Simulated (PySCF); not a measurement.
# Telling isomers of C$_{7}$H$_{12}$N$_{2}$Si apart by NMR

- coordinates at the GFN2-xTB level
- σ from GIAO-PBE0/pcSseg-1
- run in PySCF 2.14
- non-relativistic, one averaged value for each set of equivalent atoms, one conformer, no solvent model

Scale: TMS for 1H (σref 31.72) and 13C (σref 186.93) (reference shieldings calculated alike). Where no couplings were computed, multiplicities follow the n + 1 count of equivalent neighbours, and m marks all less simple cases (inequivalent or close neighbours, rings, F or P nearby). Shifts are as computed. Against solution values, carbons near 30 ppm lie about +3 ppm off and those near 130 ppm about +5 ppm. Of 1313 compounds with measured shifts, 239 miss one by over three times the rms of a fit or turn the order of signals round; such compounds aren't used in these exercises. OH and NH positions are gas-phase values without hydrogen bonding to other molecules.

(1) Tabulate the signals of `Cc1ccccc1NN[SiH3]`, `C=Cc1cnn([SiH](C)C)c1` and their relative energies.

(2) What is the quickest way to tell Cc1ccccc1NN[SiH3] from C=Cc1cnn([SiH](C)C)c1?

Answers

(1) 
| SMILES | carbon types | δC | δH | E rel. (kcal/mol) |
| --- | --- | --- | --- | --- |
| Cc1ccccc1NN[SiH3] | 2×C 4×CH 1×CH3 | 152.1, 136.0, 133.1, 124.0, 123.6, 114.6, 19.5 | 7.48 (m, 1H), 7.38 (d, 1H), 6.99 (m, 1H), 6.91 (d, 1H), 4.62 (s, 3H), 4.43 (br s, 1H), 2.80 (br s, 1H), 2.21 (s, 3H) | 18.4 |
| C=Cc1cnn([SiH](C)C)c1 | 1×C 3×CH 1×CH2 2×CH3 | 149.1, 135.4, 135.0, 127.7, 116.0, -0.7 | 7.98 (m, 1H), 7.74 (m, 1H), 6.78 (m, 1H), 5.87 (m, 1H), 5.35 (m, 1H), 5.32 (sept, 1H), 0.49 (d, 6H) | 0.0 |

Energies are electronic energies at PBE0/pcSseg-1 on these geometries, without zero-point or thermal terms, each for the one conformer computed, which needn't be the lowest.

(2) Count the carbon signals: 7 against 6. The first has an aromatic carbon bearing nitrogen (C) at 152.1 ppm, the second a terminal =CH2 carbon at 116.0 ppm. Their most deshielded carbons lie at 152.1 and 149.1 ppm. In the proton spectra the most deshielded non-exchanging signals are 7.48 (m, 1H) and 7.98 (m, 1H).
